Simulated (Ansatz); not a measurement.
Ideal-gas functions of `[F][In]([SH])[O][SiH3]` at 800 K and 1 bar, from an Ansatz frequency run at PBE0-D4/def2-TZVP.

Molar mass 214.0 g/mol, point group Cs (symmetry number 1), electronic degeneracy 1, moments of inertia 126.141, 532.59, 652.862 u Å². Harmonic wavenumbers (cm⁻¹, unscaled): 40, 48, 49, 91, 127, 155, 234, 365, 470, 592, 710, 723, 727, 953, 956, 983, 997, 2206, 2209, 2225, 2704.

Use S(trans) = R[1.5 ln M + 2.5 ln T − 1.1517]; rotational temperatures θ = 24.2544 K / I; S(rot) = R[ln(√π/σ · √(T³/θAθBθC)) + 1.5]; for each mode x = 1.438777 ν̃/T, S = R[x/(eˣ − 1) − ln(1 − e⁻ˣ)] and H = RT x/(eˣ − 1); 1 cm⁻¹ = 0.0119627 kJ/mol; R = 8.31446 J/(mol·K).

Task: By hand: the entropy, in J/(mol·K).

Result: Translation 196.3. Rotation: θ = 0.1923, 0.0455, 0.0372 K, giving 134.0. Vibration, mode by mode: 30.20, 28.68, 28.51, 23.37, 20.61, 18.96, 15.57, 11.96, 9.96, 8.18, 6.82, 6.69, 6.65, 4.78, 4.76, 4.58, 4.49, 0.80, 0.79, 0.77, 0.38, in all 237.5. Electronic 0.0. Sum 567.8 J/(mol·K).

Task: By hand: H − E and G − E in kJ/mol, counted from the electronic energy.

Result: Zero-point energy ½ × 17564 × 0.0119627 = 105.1; thermal vibration 76.3; translation, rotation and pV give 4 RT = 26.6. H − E = 208.0 kJ/mol, and G − E = 208.0 − 800 × 567.8/1000 = -246.2 kJ/mol.

Vibration gives 42 % of the entropy, 131.4 J/(mol·K) of it from the modes under 150 cm⁻¹: soft modes count most, and the harmonic formula is weakest for them. The sum counts one conformer and one mirror image; others add a mixing term.
